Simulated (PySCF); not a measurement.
Compound: C2H11GeNOSi.
Bonds: C1–C2, C2–O3, O3–Ge4, Ge4–N5, N5–Si6. Hydrogens: H7, H8, H9 on C1; H10, H11 on C2; H12, H13 on Ge4; H14 on N5; H15, H16, H17 on Si6.

The calculation used core-valence-separated Tamm–Dancoff BHandHLYP/aug-pcX-1 (pcseg-1 on H, def2-SVPD on Si, def2-SVPD on Ge) in PySCF, non-relativistic, gas phase, PBE0-D3(BJ)/def2-SVP geometry. Absolute energies from this functional tend to lie a few eV below measured edges; no shift was applied.

Problem. What does the N 1s absorption edge look like?

Solution. 
```json
{"E (eV)": "398.94", "f": "0.0044", "core hole on": "N5", "main final orbital": "LUMO (79 %)"}
{"E (eV)": "400.00", "f": "0.0251", "core hole on": "N5", "main final orbital": "LUMO+3 (51 %)"}
{"E (eV)": "400.07", "f": "0.0216", "core hole on": "N5", "main final orbital": "LUMO+5 (40 %)"}
{"E (eV)": "400.53", "f": "0.0367", "core hole on": "N5", "main final orbital": "spread"}
{"E (eV)": "401.00", "f": "0.0052", "core hole on": "N5", "main final orbital": "LUMO+7 (32 %)"}
{"E (eV)": "401.22", "f": "0.0004", "core hole on": "N5", "main final orbital": "spread"}
{"E (eV)": "401.46", "f": "0.0014", "core hole on": "N5", "main final orbital": "LUMO+9 (33 %)"}
```

The first line with a tenth or more of the strongest one's intensity is at 398.94 eV (f = 0.004), with the hole on N5 (silicon-bound nitrogen). The strongest listed is at 400.53 eV (f = 0.037; N5).

Problem. Give energies, oscillator strengths and core holes at the C K edge.

Solution. 
```json
{"E (eV)": "285.26", "f": "0.0103", "core hole on": "C1", "main final orbital": "LUMO+1 (31 %)"}
{"E (eV)": "285.89", "f": "0.0204", "core hole on": "C1", "main final orbital": "LUMO (31 %)"}
{"E (eV)": "286.11", "f": "0.0241", "core hole on": "C1", "main final orbital": "LUMO+4 (34 %)"}
{"E (eV)": "286.38", "f": "0.0036", "core hole on": "C1", "main final orbital": "LUMO+2 (60 %)"}
{"E (eV)": "286.66", "f": "0.0291", "core hole on": "C2", "main final orbital": "LUMO+1 (39 %)"}
{"E (eV)": "286.90", "f": "0.0056", "core hole on": "C1", "main final orbital": "LUMO+3 (37 %)"}
{"E (eV)": "286.95", "f": "0.0060", "core hole on": "C1", "main final orbital": "spread"}
{"E (eV)": "287.16", "f": "0.0009", "core hole on": "C1", "main final orbital": "LUMO+5 (31 %)"}
{"E (eV)": "287.34", "f": "0.0292", "core hole on": "C2", "main final orbital": "LUMO+4 (31 %)"}
{"E (eV)": "287.41", "f": "0.0105", "core hole on": "C1", "main final orbital": "LUMO+8 (31 %)"}
{"E (eV)": "287.43", "f": "0.0230", "core hole on": "C2", "main final orbital": "spread"}
```

The first line with a tenth or more of the strongest one's intensity is at 285.26 eV (f = 0.010), with the hole on C1 (methyl carbon). The strongest listed is at 287.34 eV (f = 0.029; C2).

Problem. List the oxygen K-edge absorption lines.

Solution. 
| E (eV) | f | core hole on | main final orbital |
| --- | --- | --- | --- |
| 532.10 | 0.0195 | O3 | LUMO+3 (46 %) |
| 533.03 | 0.0095 | O3 | LUMO (68 %) |
| 533.49 | 0.0037 | O3 | LUMO+1 (66 %) |
| 534.00 | 0.0106 | O3 | LUMO+5 (33 %) |
| 534.23 | 0.0010 | O3 | LUMO+2 (48 %) |
| 534.50 | 0.0194 | O3 | spread |
| 534.58 | 0.0005 | O3 | spread |

The first line with a tenth or more of the strongest one's intensity is at 532.10 eV (f = 0.019), with the hole on O3 (oxygen bonded to C and Ge). It is also the strongest listed.

Roots within 0.03 eV whose holes lie on the same, on equivalent or on shared atoms are summed into one line, and the highest roots are left out, as the search may have cut off their partners. Final orbitals are the ground state's empty Kohn–Sham orbitals.

Problem. What are the wavelength and the wavenumber of the 400.07 eV line?

Solution. λ = 12398.42 eV Å/400.07 eV = 30.991 Å; 3.2268 × 10⁶ cm⁻¹.

The ionisation thresholds weren't computed; near and above them a finite basis only mimics Rydberg series and continuum. The BHandHLYP/aug-pcX-1 (pcseg-1 on H, def2-SVPD on Si, def2-SVPD on Ge) calculation is non-relativistic and has no spin–orbit coupling, an omission that weighs most on germanium.

Hardware: AMD EPYC 7R43, one thread, shared host with 256 logical CPUs at a one-minute load of 152. Cost: 41 s wall, 0.99 GiB resident at most.

Shape of the structure used: `[CH3:1][CH2:2][O:3][GeH2:4][NH:5][SiH3:6]`: C1–C2–O3–Ge4 -96°, C2–O3–Ge4–N5 61°, O3–Ge4–N5–Si6 -97°.

One conformer stands for the species.
